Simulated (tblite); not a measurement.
C6H10NO (doublet state).
Numbering: `[H]/[N:1]=[C:2]\[CH2:3][CH2:4][CH:5]1[CH2:6][O:7][CH2:8]1` (hydrogens: H9 on N1; H10, H11 on C3; H12, H13 on C4; H14 on C5; H15, H16 on C6; H17, H18 on C8)
Bond orders are those of one Lewis drawing.

Computed with GFN2-xTB (tblite), gas phase: L-BFGS steps from a force-field or distance-geometry start until the largest atomic force falls under 0.01 eV/Å.

The end geometry, which sets the zero of energy:
```
atom  x, y, z in Å
N1      2.4570    1.6020    0.7471
C2      1.8767    0.9312   -0.0850
C3      1.6868   -0.4661   -0.5142
C4      0.3422   -0.6952   -1.2111
C5     -0.8225   -0.4867   -0.2557
C6     -1.1410    0.9652    0.1267
O7     -2.4315    0.8827   -0.4843
C8     -2.2214   -0.4705   -0.8870
H9      3.0634    1.2885    1.5109
H10     1.7795   -1.1467    0.3446
H11     2.4982   -0.6852   -1.2148
H12     0.3042   -1.7163   -1.5996
H13     0.2500   -0.0062   -2.0527
H14    -0.7354   -1.1577    0.6008
H15    -0.5054    1.7181   -0.3489
H16    -1.2112    1.1739    1.1973
H17    -2.9557   -1.1464   -0.4395
H18    -2.2427   -0.5783   -1.9758
```

Problem. These geometries come from the run, each turned onto the end geometry. Order them by energy, lowest first.
A.
```
atom  x, y, z in Å
N1      2.6094    1.6096    0.7224
C2      1.8026    0.8929    0.1609
C3      1.6513   -0.4660   -0.3895
C4      0.3413   -0.6619   -1.1594
C5     -0.8746   -0.5020   -0.2601
C6     -1.2357    0.9298    0.1606
O7     -2.4848    0.8584   -0.5345
C8     -2.2351   -0.4773   -0.9708
H9      3.5732    1.3921    0.9948
H10     1.6951   -1.1690    0.4496
H11     2.4980   -0.6755   -1.0546
H12     0.3272   -1.6626   -1.5995
H13     0.2894    0.0658   -1.9718
H14    -0.8265   -1.2060    0.5727
H15    -0.5836    1.7107   -0.2413
H16    -1.3770    1.0905    1.2326
H17    -2.9848   -1.1776   -0.5909
H18    -2.1940   -0.5457   -2.0623
```
B.
```
atom  x, y, z in Å
N1      2.3061    1.8659    0.0348
C2      1.8598    0.7763    0.3318
C3      1.7063   -0.6251   -0.1146
C4      0.4070   -0.7546   -0.9285
C5     -0.9435   -0.6877   -0.2111
C6     -1.2028    0.5986    0.5816
O7     -1.8947    1.1876   -0.5225
C8     -2.0186   -0.0896   -1.1531
H9      2.8669    2.1753   -0.7723
H10     1.7477   -1.3012    0.7449
H11     2.5383   -0.9041   -0.7837
H12     0.4479   -1.6956   -1.4790
H13     0.4288    0.0560   -1.6582
H14    -1.1978   -1.6316    0.2862
H15    -0.3296    1.1629    0.9159
H16    -1.9110    0.4290    1.3981
H17    -3.0332   -0.4773   -0.9861
H18    -1.7865   -0.0787   -2.2253
```
C.
```
atom  x, y, z in Å
N1      2.5518    1.5775    0.7773
C2      1.8459    0.9184    0.0373
C3      1.6698   -0.4564   -0.4657
C4      0.3390   -0.6664   -1.1945
C5     -0.8443   -0.4777   -0.2586
C6     -1.2019    0.9682    0.1113
O7     -2.4802    0.8535   -0.5203
C8     -2.2329   -0.4968   -0.9111
H9      3.3480    1.2675    1.3465
H10     1.7476   -1.1648    0.3697
H11     2.4949   -0.6501   -1.1587
H12     0.3074   -1.6783   -1.6070
H13     0.2651    0.0408   -2.0229
H14    -0.7551   -1.1423    0.6025
H15    -0.5773    1.7331   -0.3578
H16    -1.2944    1.1796    1.1794
H17    -2.9571   -1.1870   -0.4693
H18    -2.2352   -0.6126   -1.9993
```
D.
```
atom  x, y, z in Å
N1      2.4999    1.6417    0.5577
C2      1.7907    0.6544    0.5067
C3      1.6579   -0.6220   -0.2220
C4      0.3921   -0.6156   -1.0860
C5     -0.8731   -0.5290   -0.2460
C6     -1.2315    0.8669    0.2809
O7     -2.3807    0.9345   -0.5681
C8     -2.1814   -0.3974   -1.0390
H9      3.3463    1.8490    0.0221
H10     1.6041   -1.4312    0.5095
H11     2.5385   -0.7950   -0.8597
H12     0.3620   -1.5307   -1.6830
H13     0.4317    0.2338   -1.7713
H14    -0.8752   -1.3181    0.5080
H15    -0.4993    1.6465    0.0590
H16    -1.5074    0.9146    1.3378
H17    -2.9916   -1.0589   -0.7194
H18    -2.0920   -0.4372   -2.1284
```
E.
```
atom  x, y, z in Å
N1      2.2910    1.8453    0.0697
C2      1.7963    0.7849    0.4051
C3      1.6362   -0.6087   -0.0648
C4      0.4419   -0.7241   -1.0233
C5     -0.8910   -0.6414   -0.2843
C6     -1.1319    0.6376    0.5284
O7     -2.1568    1.0642   -0.3698
C8     -2.0875   -0.1495   -1.1176
H9      2.8280    2.0636   -0.7728
H10     1.4734   -1.2749    0.7842
H11     2.5562   -0.9213   -0.5746
H12     0.5001   -1.6850   -1.5452
H13     0.5009    0.0748   -1.7668
H14    -1.0677   -1.5617    0.2767
H15    -0.2894    1.3350    0.5691
H16    -1.5150    0.4698    1.5387
H17    -3.0112   -0.7303   -1.0151
H18    -1.8822    0.0280   -2.1787
```

Solution. C (0.003 eV), A (0.008 eV), D (0.027 eV), E (0.067 eV), B (0.211 eV).

In the order of the answer:

```json
{"step": "208", "E above end (eV)": "0.003", "largest force (eV/Å)": "0.07", "rms force component (eV/Å)": "0.013", "rms distance from end (Å)": "0.099", "rms bond change (Å)": "0.001", "bond most changed (Å)": "N1–H9 +0.002"}
{"step": "176", "E above end (eV)": "0.008", "largest force (eV/Å)": "0.02", "rms force component (eV/Å)": "0.006", "rms distance from end (Å)": "0.216", "rms bond change (Å)": "0.001", "bond most changed (Å)": "C3–H10 -0.004"}
{"step": "102", "E above end (eV)": "0.027", "largest force (eV/Å)": "0.07", "rms force component (eV/Å)": "0.023", "rms distance from end (Å)": "0.492", "rms bond change (Å)": "0.003", "bond most changed (Å)": "C3–H10 -0.008"}
{"step": "35", "E above end (eV)": "0.067", "largest force (eV/Å)": "0.09", "rms force component (eV/Å)": "0.031", "rms distance from end (Å)": "0.806", "rms bond change (Å)": "0.003", "bond most changed (Å)": "C3–H10 -0.008"}
{"step": "16", "E above end (eV)": "0.211", "largest force (eV/Å)": "0.29", "rms force component (eV/Å)": "0.111", "rms distance from end (Å)": "0.870", "rms bond change (Å)": "0.006", "bond most changed (Å)": "C5–C8 +0.015"}
```

The cost below is that of the whole relaxation. On one thread of an Arm Neoverse V2, on a shared host, this took 1.1 s of wall time.
